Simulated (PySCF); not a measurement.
Compound: H4O3Si.
Numbering: `[OH:1][SiH:2]([OH:3])[OH:4]` (hydrogens: H5 on O1; H6 on Si2; H7 on O3; H8 on O4)

Method: PySCF, PBE0-D3(BJ)/def2-SVP geometry optimisation, gas phase.

Entries marked ? are missing. Bonds in one row agree within 0.01 Å.

| coordinate | value |
| --- | --- |
| O1–Si2, Si2–O4 | ? |
| Si2–O3 | ? |
| O1–H5, O3–H7, O4–H8 | 0.962 Å |
| Si2–H6 | 1.480 Å |
| Si2–O1–H5 | ? |
| O1–Si2–O3 | ? |
| O1–Si2–O4 | ? |
| O1–Si2–H6 | ? |
| O3–Si2–O4 | ? |
| O3–Si2–H6 | ? |
| O4–Si2–H6 | ? |
| Si2–O3–H7 | ? |

Task: Fill in the missing values.

Result: 
- O1–Si2, Si2–O4 = 1.650 Å, drawn single (silanol oxygen to oxygen-bound silicon); 0.12 Å below the sum of covalent radii, 1.77 Å.
- Si2–O3 = 1.660 Å, drawn single (oxygen-bound silicon to silanol oxygen); 0.11 Å below the sum of covalent radii, 1.77 Å.
- Si2–O1–H5 = 115.7°, at the silanol oxygen; the outer atoms are 2.242 Å apart.
- O1–Si2–O3 = 114.2°, at the oxygen-bound silicon; the outer atoms are 2.779 Å apart.
- O1–Si2–O4 = 109.1°, at the oxygen-bound silicon; the outer atoms are 2.689 Å apart.
- O1–Si2–H6 = 104.5°, at the oxygen-bound silicon; the outer atoms are 2.478 Å apart.
- O3–Si2–O4 = 104.2°, at the oxygen-bound silicon; the outer atoms are 2.613 Å apart.
- O3–Si2–H6 = 111.0°, at the oxygen-bound silicon; the outer atoms are 2.590 Å apart.
- O4–Si2–H6 = 114.1°, at the oxygen-bound silicon; the outer atoms are 2.630 Å apart.
- Si2–O3–H7 = 117.0°, at the silanol oxygen; the outer atoms are 2.265 Å apart.

Radii are Cordero's.

Not checked by PBE0-D3(BJ)/def2-SVP frequencies. One conformer, not necessarily the lowest (H–O1–Si2–O3 -75°, O1–Si2–O3–H -69°, O1–Si2–O4–H -140°).

On an Arm Neoverse V2 with one thread, shared host, this took 35 s and 0.35 GiB of memory at its peak. This is the geometry optimisation.
